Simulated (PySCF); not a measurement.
# What went wrong, or what changed?

The sound run of [BiO2]+ (singlet) uses PySCF 2.14.0, RKS BP86, Bi def2-SVP with ECP60, O def2-SVP; non-relativistic Hamiltonian with scalar-relativistic core potentials where named; density fitting; no spin-orbit coupling, grid (50, 194), threshold 1e-8 and 55 cycles at the relaxed geometry. This run, with dm0 from free metal ions and neutral atoms, differs:

```python
mol = gto.M(atom='''
Bi     0.00000    -0.00000     0.36910
O      1.92086    -0.00000     0.37221
O     -1.92086     0.00000     0.37221''',
    basis={'Bi': 'def2-SVP', 'O': 'def2-SVP'},
    ecp={'Bi': 'def2-SVP'},
    charge=-2, spin=0)
mf = dft.RKS(mol, xc='B88,P86')
mf.grids.atom_grid = (50, 194)
mf = mf.density_fit()  # fitting sets: Bi def2-universal-JKFIT, O def2-universal-JKFIT
mf.conv_tol = 1e-08; mf.max_cycle = 89
mf.kernel(dm0)
```

Problem. What was changed, and how did it end?

Solution. The charge was changed. The program refused it. The cycle limit differs too. These settings are unsound on purpose: the numbers aren't the compound's.
```
RuntimeError: Electron number 41 and spin 0 are not consistent
Note mol.spin = 2S = Nalpha - Nbeta, not 2S+1
```

Run from Python with OMP_NUM_THREADS=2; the lines above give its settings.
